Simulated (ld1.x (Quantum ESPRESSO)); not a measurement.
## samarium (Sm): PAW pseudisation with PBEsol, scalar-relativistic reference atom.

| Property | Result |
| --- | --- |
| Element | samarium |
| Generator | ld1.x (Quantum ESPRESSO) 7.5 |
| Type | PAW |
| Functional | PBEsol |
| Relativity | scalar-relativistic |
| Frozen core | [Kr] 4d10 |
| Valence charge | 16 |
| Reference configuration | 4f5 5s2 5p6 5d1 6s2 6p0 |
| Partial waves | 5s (bound): rcut 1.90, rcutus 2.30 bohr; 6s (bound): rcut 1.90, rcutus 2.30 bohr; 5p (bound): rcut 2.40, rcutus 3.15 bohr; 6p (bound, empty): rcut 2.40, rcutus 3.15 bohr; 5d (bound): rcut 3.15, rcutus 3.85 bohr; 5d channel at 0.15 Ry: rcut 3.15, rcutus 3.85 bohr; 4f (bound): rcut 0.70, rcutus 0.85 bohr; 4f channel at -0.1 Ry: rcut 0.70, rcutus 0.85 bohr |
| Local potential | all-electron potential smoothed inside 1.30 bohr (lloc = -1) |
| Core correction | a·sin(br)/r model core, default radius (ld1.x builds one for every PAW set, though the input has nlcc=.false.) |
| Augmentation charge | BESSEL, radius 0.55 bohr |

All-electron outer shells of the reference configuration (PBEsol, scalar-relativistic, ld1.x):

```tsv
shell	level (eV)	outermost node (bohr)	outermost maximum (bohr)
4p	-254.11	0.30	0.56
4d	-135.34	0.28	0.58
5s	-46.74	0.68	1.25
5p	-26.00	0.73	1.42
4f	-8.00	–	0.61
6s	-4.02	1.67	3.48
5d	-2.76	0.83	2.01
6p	-1.32	1.99	4.64
```

Q: Does the generator finish with these settings?

A: Yes, a potential is produced and its reference levels are reproduced.

Q: Does the potential have ghost states?

A: Ghost state, extra bound levels that the all-electron valence spectrum of the same l lacks: s at -80.6 eV (p, d not tested). A true bound ghost makes a file unfit for plane-wave use.

Q: Is the overlap operator S = 1 + Σ q|β⟩⟨β| positive definite (Bessel basis up to 400 Ry)?

A: No: its lowest eigenvalue is -0.853, in the p channel, so the generalised eigenproblem breaks down once the basis is large enough.

Its largest configuration-test error is -416 meV (4f6 5s2 5p6 5d0 6s2 6p0). Test run stopped at test 2 of 7 (negative rho).

Its overlap operator is not positive definite in a basis up to 400 Ry (lowest eigenvalue p -0.85, d -0.10), so the file is unfit for use: the generalised eigenproblem breaks down once the basis is large enough, and its test numbers describe a broken file.
